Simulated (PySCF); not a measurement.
State search for SrBr

Unrestricted PBE0; basis Sr x2c-TZVPPall, Br x2c-TZVPPall; spin-free X2C with a Gaussian nucleus; PySCF 2.14. Outer shells of the fragments: Sr 5s2; Br 3d10 4s2 4p5.

Followed along the bond (rough minima from three points):

```json
{"2Ms+1": "2", "unpaired": "σ ↑", "⟨S²⟩ at the start": "0.75", "R at minimum (Å)": "2.73", "Te (eV)": "0.00"}
{"2Ms+1": "2", "unpaired": "π ↑", "⟨S²⟩ at the start": "0.75", "R at minimum (Å)": "2.72", "Te (eV)": "1.57"}
{"2Ms+1": "4", "unpaired": "σ ↑, π ↑↑", "⟨S²⟩ at the start": "3.75", "R at minimum (Å)": "none in the scan", "Te (eV)": "≤ 5.47"}
```

Solutions found at the starting distance of 2.825 Å, counted from the lowest of them; the search is not exhaustive and high or unbound solutions are not listed, so other states can lie among these:

```tsv
2Ms+1	unpaired	term	E (eV)	⟨S²⟩	⟨Lz²⟩	μ (D)
2	σ ↑	²Σ⁺	0.00	0.75	0.00	-5.19
2	π ↑	²Π	1.58	0.75	1.00	-4.06
2	δ ↑	²Δ	1.87	0.75	4.00	-8.64
4	σ ↑, π ↑↑	mixed	5.67	3.75	2.03	2.38
4	σ ↑↑, π ↑	mixed	5.73	3.75	2.20	4.71
4	σ ↑, π ↑↑	mixed	5.75	3.75	2.01	4.12
```

A term symbol is given only where ⟨S²⟩ and ⟨Lz²⟩ are close to those of a pure state; real π, δ and φ orbitals otherwise mix terms. A positive dipole means Sr(−)Br(+).

Spin–orbit coupling is left out. Counting both spins, an empty level lies below a filled one in some of these solutions, because spin and occupation are held.
